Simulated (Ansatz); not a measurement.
BFH6OSi2, SMILES `B[Si](O)(F)[SiH3]` at its PBE0-D4/def2-TZVP geometry, where that method's forces vanish. Charge 0, multiplicity 1.

```
atom   x (Å)   y (Å)   z (Å)
  B1  -1.646   1.162   0.494
 Si2   0.129   0.255   0.690
  O3   1.317   1.390   0.727
  F4   0.223  -0.623   2.037
 Si5   0.470  -1.275  -1.082
  H6  -2.631   0.721   1.007
  H7  -1.764   2.098  -0.239
  H8   2.226   1.090   0.774
  H9   0.301  -0.594  -2.394
 H10   1.860  -1.809  -1.005
 H11  -0.485  -2.413  -1.009
```

Question: For each bond, give half the difference of the two atoms' forces along it (eV/Å; positive pushes the atoms apart) under PBE-D4, r2SCAN-D4, B3LYP-D4, ωB97M-V in def2-TZVPP. (Estimate.)

Answer: Computed: 
| bond | length (Å) | PBE-D4 | r2SCAN-D4 | B3LYP-D4 | ωB97M-V |
| --- | --- | --- | --- | --- | --- |
| B1–Si2 | 2.003 | -0.26 | -0.07 | -0.03 | -0.02 |
| B1–H6 | 1.195 | 0.10 | -0.01 | -0.10 | -0.11 |
| B1–H7 | 1.195 | 0.08 | -0.01 | -0.10 | -0.10 |
| Si2–O3 | 1.644 | 0.30 | 0.07 | 0.13 | 0.13 |
| Si2–F4 | 1.610 | 0.49 | 0.05 | 0.19 | 0.16 |
| Si2–Si5 | 2.365 | -0.10 | 0.02 | 0.04 | -0.08 |
| O3–H8 | 0.959 | 0.32 | 0.01 | -0.03 | -0.06 |
| Si5–H9 | 1.488 | 0.07 | -0.03 | -0.07 | -0.08 |
| Si5–H10 | 1.491 | 0.11 | 0.00 | -0.07 | -0.11 |
| Si5–H11 | 1.487 | 0.07 | -0.02 | -0.07 | -0.08 |

B3LYP here is the variant with VWN-RPA as its local correlation; programs differ in this.
